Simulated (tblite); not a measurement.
Compound: C5H5N2 (charge -1).
Geometry (GFN2-xTB, Å), atoms numbered from 1 in this order:
```
atom  x, y, z in Å
C1    -2.4090   -0.1605    0.2155
C2    -1.3499    0.6199   -0.0185
C3     0.0232    0.2286    0.0795
N4     1.0205    1.1068   -0.1814
C5     2.1357    0.3835    0.0137
C6     1.7845   -0.9052    0.3850
N7     0.4457   -1.0077    0.4276
H8    -2.2803   -1.1886    0.5083
H9    -3.4248    0.1999    0.1229
H10   -1.4942    1.6559   -0.3132
H11    3.1216    0.8105   -0.1181
H12    2.4281   -1.7439    0.6176
```

Level: GFN2-xTB in tblite, geometry and Hessian alike; calculated harmonic values, unscaled, isolated species. Errors from tens to a few hundred cm⁻¹ against measured bands are possible. One conformer, not necessarily the lowest.

Harmonic wavenumbers (cm⁻¹): 126.4, 188.8, 246.6, 465.9, 602.6, 618.8, 685.9, 724.1, 777.8, 786.1, 795.6, 919.0, 971.8, 1001.1, 1027.6, 1118.1, 1133.6, 1257.4, 1282.5, 1334.6, 1371.0, 1409.5, 1441.2, 1468.6, 1652.3, 2997.9, 3000.4, 3024.7, 3034.7, 3112.9.

A = 8347, B = 2174, C = 1725 MHz; mass 93.045 u (most abundant isotopes); point group Cs, symmetry number 1.

**Question.** What is the zero-point energy?

**Answer.** ½Σν̃ = 19289 cm⁻¹ = 230.74 kJ/mol.

**Question.** What is S at 298.15 K and 1 bar for an ideal gas of classical rigid rotors and harmonic oscillators?

**Answer.** Translation 165.39, rotation 111.85, vibration 44.13: S = 321.4 J/(mol K).

**Question.** And Cp and H(298.15 K) − H(0)?

**Answer.** Cp = 98.44 J/(mol K), of which vibrations give 65.18 (their classical limit is 30 R = 249.4); H(298.15 K) − H(0) = 17.94 kJ/mol without the zero-point energy, 8.02 from vibrations.

**Question.** What must be added to the electronic energy to get the Gibbs energy at 298.15 K and 1 bar?

**Answer.** ZPE + [H(298.15 K) − H(0)] − T·S = 230.74 + 17.94 − 95.81 = 152.87 kJ/mol.

**Question.** How do the functions run with temperature in this model?

**Answer.** 
| T (K) | S (J/(mol K)) | Cp (J/(mol K)) | H − H(0) (kJ/mol) | G − H(0) (kJ/mol) | ln q(vib) |
| --- | --- | --- | --- | --- | --- |
| 100 | 248.7 | 48.2 | 3.88 | -20.99 | 0.28 |
| 200 | 288.3 | 69.9 | 9.70 | -47.95 | 1.09 |
| 300 | 322.0 | 99.0 | 18.12 | -78.47 | 2.09 |
| 500 | 385.7 | 152.0 | 43.51 | -149.33 | 4.51 |
| 800 | 468.7 | 199.9 | 97.06 | -277.89 | 8.49 |
| 1000 | 515.5 | 219.3 | 139.09 | -376.41 | 11.09 |

q(vib) and H(0) count from the zero-point level.

**Question.** Which modes carry the vibrational entropy at 298.15 K?

**Answer.** 126.4 cm⁻¹: 12.55; 188.8 cm⁻¹: 9.37; 246.6 cm⁻¹: 7.34; 465.9 cm⁻¹: 3.13; 602.6 cm⁻¹: 1.86; 618.8 cm⁻¹: 1.75 J/(mol K); the other 24 give 8.11 together.

Hindered rotation and anharmonicity are outside this model. Other conformers, if any are populated, would add a mixing term that is left out.
